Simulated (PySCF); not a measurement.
BeSe⁻: one state, many levels of theory

State: ²Σ⁺ (doublet), unpaired electrons σ ↑. Set-up: basis Be aug-cc-pVDZ-DK, Se aug-cc-pVDZ-DK; spin-free X2C with a Gaussian nucleus; PySCF 2.14. De refers to Be + Se⁻ in their high-spin ground configurations, without counterpoise correction. The functionals are run spin-unrestricted. A positive dipole points towards Se; it is taken about the centre of mass and depends on that origin.

```
      Level  Re (Å)  ωe (cm⁻¹)  De (eV)  μ (D)
        UHF   1.951        771      n/a   1.47
    UHF-MP2   1.959        756      n/a    n/a
UHF-SCS-MP2   1.962        749      n/a    n/a
        PBE   1.959        730     3.45   2.57
       PW91   1.958        731     3.47   2.54
     r²SCAN   1.950        748     3.57   2.31
      TPSSh   1.956        736     3.34   2.43
       PBE0   1.946        755     3.37   2.26
    r²SCAN0   1.943        762     3.45   2.09
      ωB97X   1.949        750     3.04   2.07
```

The bond length runs from 1.943 Å (r²SCAN0) to 1.962 Å (UHF-SCS-MP2). De spans 3.04 eV (ωB97X, range-separated hybrid) to 3.57 eV (r²SCAN, meta-GGA).

Correlated steps freeze 9 core orbitals. Spin–orbit coupling is left out. For an ion De counts to the pair picked by the measured ionisation energies or electron affinities, which need not be the lowest pair at this level. The highest Kohn–Sham level is positive in this anion. Much of that is self-interaction error, but it also means that the finite basis helps to hold the extra electron. The state was picked by a PBE0 search and need not be the measured ground state.

The whole job (state search and all levels along the bond) took about 2.6 min on 1 thread of Intel Xeon Platinum 8259CL @ 2.50GHz (shared host), peak memory 0.82 GiB.
